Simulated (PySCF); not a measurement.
Compound: C₇H₁₁N₃.
Numbering: `[CH3:1][C:2]([CH3:3])([CH3:4])[c:5]1[n:6][cH:7][n:8][cH:9][n:10]1`

Cartesian coordinates in Å at the GFN2-xTB level; atoms count from 1:
```xyz
21
C7H11N3 angstrom
C     -1.4233    0.1556    1.2893
C     -0.8349    0.0835   -0.1290
C     -1.4043   -1.1294   -0.8655
C     -1.1525    1.3726   -0.8872
C      0.6526   -0.0648    0.0385
N      1.3931    1.0382    0.1178
C      2.6848    0.8487    0.2929
N      3.2834   -0.3266    0.3936
C      2.4616   -1.3603    0.3160
N      1.1576   -1.2917    0.1436
H     -1.1925   -0.7517    1.8432
H     -1.0155    1.0089    1.8269
H     -2.5036    0.2641    1.2307
H     -1.1569   -2.0441   -0.3350
H     -2.4854   -1.0415   -0.9408
H     -0.9889   -1.1926   -1.8687
H     -2.2294    1.5008   -0.9632
H     -0.7351    1.3351   -1.8907
H     -0.7275    2.2291   -0.3724
H      3.3098    1.7315    0.3591
H      2.8980   -2.3485    0.4005
```

NICS is the negative of the GIAO shielding at a point without a nucleus: at the ring centre (0) and 1 Å above and below it (1); zz is the component along the ring normal. Level: GIAO PBE0/pcSseg-1 (PySCF, non-relativistic, gas phase) on the GFN2-xTB geometry, one conformer.

Ring bond lengths (Å), with Mayer bond orders in brackets: C5–N6 1.331 (1.43), N6–C7 1.317 (1.49), C7–N8 1.323 (1.46), N8–C9 1.323 (1.46), C9–N10 1.317 (1.49), N10–C5 1.331 (1.42).

Q: What do the NICS probes read (ppm)?

A: 
```tsv
ring	type	NICS(0)	NICS(1), two faces	NICS(1)zz, two faces	rms pucker (Å)	centre to ring atoms, mean (Å)
C5–N6–C7–N8–C9–N10	6-membered ring with 3 N; formal bonds all aromatic	-4.5	-10.4 / -10.3	-24.7 / -24.6	0.00	1.32
```

Q: What can be read from them?

A: 
- C5–N6–C7–N8–C9–N10: mean NICS(1)zz -24.7 ppm, shielded. The ring is flat and has no four-coordinate atom; by the NICS criterion it is aromatic. NICS(0) lies 6 ppm above the mean NICS(1).

Q: And the bond-length index? HOMA = 1 − mean of α(R − Ropt)² over the ring bonds, with Krygowski's 1993 parameters (CN: Ropt 1.334 Å, α 93.52 Å⁻²).

A: 
- C5–N6–C7–N8–C9–N10: HOMA 0.99; the largest term is that of C9–N10, α(R − Ropt)² = 0.03. The geometric and the magnetic index point the same way.

Q: What is the mean of the two in-plane components of NICS at the second NICS(1) probe listed for ring C5–N6–C7–N8–C9–N10, 1 Å off the ring?

A: The isotropic value is a third of the trace: (3 × -10.3 − (-24.6))/2 = -3.2 ppm.

Q: How shielded are the nuclei of the rings and their hydrogens (means over atoms taken as equivalent)?

A: 
```csv
atoms,environment,σ isotropic (ppm),"principal values of the symmetric part, first atom (ppm)"
C5,substituted aromatic carbon,-6.4,"-81.5, -65.8, 128.2"
N6 (×2),pyridine-type nitrogen,-43.3,"-252.1, -155.6, 277.8"
C7 (×2),aromatic CH next to a ring nitrogen,14.5,"-84.5, 3.6, 124.5"
N8,pyridine-type nitrogen,-42.2,"-251.1, -161.0, 285.4"
H20 (×2),aromatic hydrogen,22.37,"17.3, 23.5, 26.3"
```
